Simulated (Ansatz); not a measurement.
Consider the ligand exchange at the Al–S bond: `[F][AlH][SH]` + `CC(C)N` → `CC(C)[NH][AlH][F]` + H₂S.

Computed with Ansatz on PBE0-D4/def2-TZVP structures; ΔE is electronic, products minus reactants. CBS: MP2 limit from def2 TZ/QZ plus the TZ coupled-cluster correction, frozen cores. This one scheme is used for every species. DFT in def2-TZVPP. One conformer a species, not always the lowest.

```tsv
level	ΔE (eV)
PBE-D4	0.25
CCSD/def2-TZVPP	0.18
HF/CBS(def2)	0.24
CCSD/CBS(def2)	0.21
```

(1) What does CCSD(T)/CBS give? (Estimate.)

Largest T1 diagnostic among the species: 0.012.

Results:

(1) Computed: +0.21 eV. The listed levels differ from it by 0.04, -0.03, 0.03, 0.00 eV.

In def2-TZVPP, CCSD(T) changes the Hartree–Fock value by −0.07 eV (the triples alone add −0.00 eV) and MP2 by −0.06 eV. The D4 term adds −0.04 eV with B3LYP and −0.03 eV with PBE0; it sums over pairs of atoms, weighted by their polarisabilities, and B3LYP, whose exchange is more repulsive, gets the larger term.

B3LYP here is the variant with VWN-RPA as its local correlation; programs differ in this.
